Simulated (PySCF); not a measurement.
C2H9GaO4, singlet (GFN2-xTB optimised geometry):

```
16

Ga    -0.241     0.276     0.000
O     -1.110     1.798     0.000
H     -1.931     1.812    -0.488
O     -1.049    -1.126    -0.677
H     -0.495    -1.812    -1.042
O      1.514     0.276     0.000
H      1.931     1.131     0.076
C     -1.511     0.321     2.967
O     -0.477    -0.167     2.140
C      0.171    -1.307     2.663
H     -1.108     0.606     3.945
H     -1.921     1.196     2.469
H     -2.296    -0.432     3.099
H     -0.532    -2.138     2.783
H      0.630    -1.072     3.629
H      0.944    -1.581     1.945
```

Calculation: CAM-B3LYP/def2-TZVP (PySCF).

Task: What are the frontier orbital energies and the dipole moment?

Result: HOMO-2 -10.06 eV, HOMO-1 -9.64 eV, HOMO -9.57 eV, LUMO 1.09 eV, LUMO+1 1.96 eV; dipole moment 3.33 D.

On the same geometry PBE/def2-TZVP (PySCF) gives HOMO-2 -6.84 eV, HOMO-1 -6.40 eV, HOMO -6.32 eV, LUMO -0.70 eV, LUMO+1 0.41 eV; dipole moment 3.14 D.

Meta-Löwdin charges at CAM-B3LYP/def2-TZVP: Ga1 1.08, O2 -0.76, H3 0.34, O4 -0.76, H5 0.34, O6 -0.76, H7 0.34, C8 -0.12, O9 -0.31, C10 -0.12, H11 0.11, H12 0.15, H13 0.11, H14 0.11, H15 0.11, H16 0.14.
